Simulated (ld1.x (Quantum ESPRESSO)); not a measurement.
## Reading a pseudo-wave (Co (Z = 27))

Columns: radius, all-electron u(r) and pseudo u(r) of the 3p shell (level -65.51 eV) of cobalt in the configuration [Ne] 3s2 3p6 3d7 4s2 4p0; LDA (PZ), scalar-relativistic, TM scheme, ld1.x (Quantum ESPRESSO) 7.5.

```tsv
r (bohr)	all-electron	pseudo
0.082	0.4942	-0.0409
0.165	0.5883	-0.1612
0.248	0.2142	-0.3468
0.330	-0.2727	-0.5713
0.413	-0.6933	-0.8061
0.495	-0.9773	-1.0052
0.578	-1.1352	-1.1384
0.660	-1.1897	-1.1898
0.742	-1.1739	-1.1739
0.825	-1.1122	-1.1122
0.908	-1.0249	-1.0249
0.990	-0.9269	-0.9269
1.072	-0.8263	-0.8263
1.155	-0.7275	-0.7275
1.238	-0.6350	-0.6350
1.320	-0.5514	-0.5514
1.402	-0.4763	-0.4763
1.485	-0.4089	-0.4089
1.568	-0.3498	-0.3498
1.650	-0.2989	-0.2989
1.733	-0.2543	-0.2543
1.815	-0.2164	-0.2164
1.898	-0.1834	-0.1834
1.980	-0.1555	-0.1555
2.062	-0.1317	-0.1317
2.145	-0.1112	-0.1112
```

**Question.** How many radial nodes do the two functions have?

**Answer.** The all-electron 3p function has n − l − 1 = 1; the pseudo-wave has 0, since the states of the same l below it are removed with the core.

**Question.** At about which radius was the pseudo-wave matched?

**Answer.** 0.75 bohr. The columns agree to 0.0005 from 0.66 bohr on; several derivatives are matched, so the curves merge somewhat inside the radius.

**Question.** Where does each function peak?

**Answer.** Outermost all-electron maximum near 0.66 bohr, pseudo maximum near 0.66 bohr (to the table’s step).

**Question.** Is the pseudo-wave norm-conserving?

**Answer.** Yes: the TM scheme keeps the norm inside the radius equal to the all-electron one, which fixes the energy derivative of the logarithmic derivative at the level.
